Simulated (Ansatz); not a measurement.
Isolated molecules relaxed with PBE0-D4/def2-TZVP in Ansatz; ΔE leaves out vibrations. CCSD(T)/CBS is the MP2 limit (def2-TZVPP, def2-QZVPP) plus CCSD(T) − MP2 in def2-TZVPP, frozen cores. This one scheme is used for every species. DFT in def2-TZVPP. B3LYP here is the variant with VWN-RPA as its local correlation; programs differ in this. def2 core potentials past Kr. For Sn outer-core shells are correlated without core-valence functions, which leaves a few kJ/mol of doubt a bond.

`[F][Sn][Cl]` + H–F → `[F][Sn][F]` + HCl  (ligand exchange at the Sn–Cl bond)

Q: Is it downhill or uphill in electronic energy at CCSD(T)/CBS, and by how much? (Estimate.)

A: The calculation gave: Uphill: ΔE = +6.3 kcal/mol.

Q: What do these levels give: PBE-D4, BLYP-D4, r2SCAN-D4, B3LYP-D4, PBE0, CAM-B3LYP, CCSD(T)/def2-SVP, HF/def2-TZVPP, CCSD/def2-TZVPP, HF/def2-QZVPP, MP2/CBS(def2), CCSD/CBS(def2)? (Best estimate.)

A: Ansatz gave: PBE-D4 5.7, BLYP-D4 4.4, r2SCAN-D4 5.4, B3LYP-D4 5.7, PBE0 6.8, CAM-B3LYP 3.6, CCSD(T)/def2-SVP 4.3, HF/def2-TZVPP 6.8, CCSD/def2-TZVPP 5.9, HF/def2-QZVPP 6.2, MP2/CBS(def2) 7.4, CCSD/CBS(def2) 6.3 kcal/mol.

Largest T1 diagnostic among the species: 0.017.

The D4 term adds +0.9 kcal/mol with B3LYP and +0.5 kcal/mol with PBE0; it sums over pairs of atoms, weighted by their polarisabilities, and B3LYP, whose exchange is more repulsive, gets the larger term. At CCSD(T), def2-SVP lies −2.0 kcal/mol from the extrapolated value and def2-TZVPP −0.4 kcal/mol. From BLYP to BHLYP (50 % exact exchange), in def2-TZVPP and without D4, ΔE moves by +2.4 kcal/mol.
